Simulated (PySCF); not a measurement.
Ge(H)2(Me)(NH2) (CH₇GeN), SMILES [CH3][GeH2][NH2]. Atoms are numbered in the order given.

```xyz
10

Ge     0.3528    -0.0369     0.0000
C     -0.6623     1.6381     0.0000
N     -0.6693    -1.5687     0.0000
H      1.2312    -0.1062    -1.2654
H      1.2312    -0.1062     1.2654
H     -1.3021     1.7043     0.8926
H     -1.3021     1.7043    -0.8926
H      0.0221     2.5002     0.0000
H     -1.2556    -1.6812     0.8231
H     -1.2556    -1.6812    -0.8231
```
Charge 0, spin multiplicity 1.

Geometry optimised at PBE0-D3(BJ)/def2-SVP. The structure was generated by enumeration, and PubChem lists no compound with its InChIKey, so it may never have been made. Other conformers were not sampled.

Computed with PBE/def2-TZVPD in PySCF.

Isolated molecule, no solvent.

**Question.** Estimate the frontier levels, gap, dipole moment and polarisability. (Estimate from the structure and the level; the computed values follow.)

**Answer.** 
| Quantity | Result |
|---|---|
| highest occupied level | -5.75 eV |
| lowest empty level | -0.57 eV |
| orbital gap | 5.18 eV |
| dipole moment | 1.53 D |
| quadrupole, principal values (traceless, Buckingham form, about the centre of nuclear charge) | -5.47, 1.95, 3.52 D·Å |
| mean static polarisability | 57.7 bohr³ (8.55 Å³) |
| polarisability, principal values | 52.2, 55.5, 65.5 bohr³ |
